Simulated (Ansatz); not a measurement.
Coupled-cluster run, CH5FO4W (`C[O][W](=[O])([OH])([OH])[F]`).

```yaml
crystal:
  periodic: [false, false, false]
  atoms:
    - {symbol: C, position_ang: [0.246760, -1.044996, 1.729792]}
    - {symbol: O, position_ang: [-0.639531, -0.533111, 0.772627]}
    - {symbol: W, position_ang: [-0.538490, 0.447633, -0.786950]}
    - {symbol: O, position_ang: [-2.166700, 0.658896, -1.189682]}
    - {symbol: O, position_ang: [0.208895, -1.064790, -1.668107]}
    - {symbol: O, position_ang: [0.132862, 1.909940, 0.234086]}
    - {symbol: F, position_ang: [0.285885, 1.393058, -2.220712]}
    - {symbol: H, position_ang: [-0.326943, -1.537106, 2.516315]}
    - {symbol: H, position_ang: [0.919576, -1.769127, 1.260945]}
    - {symbol: H, position_ang: [0.833348, -0.227903, 2.160633]}
    - {symbol: H, position_ang: [0.603626, -0.939821, -2.535170]}
    - {symbol: H, position_ang: [0.517811, 2.652028, -0.239677]}
basis:
  gaussian: {orbitals: def2-SVP}
correlation: {method: ccsd_t}
```

```sh
$ ansatz run in.yaml --threads 4 --pin off --events-out ev --progress --plain --max-ram 11315MiB
```

Log, shortened:

```
Functional definition: HF
  name "HF"
  cite "Fock, Z. Phys. 61, 126 (1930) doi:10.1007/BF01340294"
  parent pbe
  exchange = exact_x
  correlation = 0
1360 factors; integrals over basis functions are off by at most 1.1e-3 eV
mean field evaluation 1: about -13752.4876 eV, gradient 8.1e1 eV
mean field evaluation 2: about -13752.7295 eV, gradient 8.1e1 eV
mean field evaluation 4: about -13764.5062 eV, gradient 1.5e1 eV
mean field evaluation 8: about -13764.9466 eV, gradient 1.2e0 eV
mean field evaluation 16: about -13764.9501 eV, gradient 2.2e-6 eV
mean field -13764.95014430 eV, -505.8525875847 hartree, gradient 2.2e-6 eV, S^2 0.000000; 0 other end points of the search recorded, 0 dependent functions left out
6 core orbitals not correlated: weight in the atoms' cores, before any rotation towards them, 1.000 or more for the frozen orbitals, at most 0.000 for the correlated occupied ones
reference -13764.95014430 eV, -505.8525875847 hartree; 27, 27 occupied and 108, 108 virtual orbitals, 1360 factors
second order -40.05186937 eV of doubles, -0.00000000 eV of singles
cycle   1  -37.22845672 eV  change     2.8e0 eV  update   2.8e-1
cycle   2  -38.88386956 eV  change    -1.7e0 eV  update   1.7e-1
cycle   3  -39.25660070 eV  change   -3.7e-1 eV  update   4.2e-2
cycle   4  -39.30333679 eV  change   -4.7e-2 eV  update   1.8e-2
cycle   5  -39.27259249 eV  change    3.1e-2 eV  update   5.8e-3
cycle   6  -39.27207426 eV  change    5.2e-4 eV  update   3.0e-3
cycle   7  -39.27321692 eV  change   -1.1e-3 eV  update   1.1e-3
cycle   8  -39.27259578 eV  change    6.2e-4 eV  update   5.8e-4
cycle   9  -39.27250618 eV  change    9.0e-5 eV  update   2.1e-4
cycle  10  -39.27291391 eV  change   -4.1e-4 eV  update   1.0e-4
cycle  11  -39.27277027 eV  change    1.4e-4 eV  update   4.8e-5
cycle  12  -39.27269171 eV  change    7.9e-5 eV  update   2.2e-5
cycle  13  -39.27273435 eV  change   -4.3e-5 eV  update   8.8e-6
perturbative correction -1.49986721 eV, -0.0551191034 hartree
Total energy: -13805.72274586 eV, -507.3509530554 hartree
```

It took 16 s on 4 threads of an AMD EPYC 9R45 on a shared host, with 1.4 GiB of host memory at the peak.

The correlation energy is -40.773 eV, 3.7 % of it from (T); the T1 diagnostic reads 0.0208.
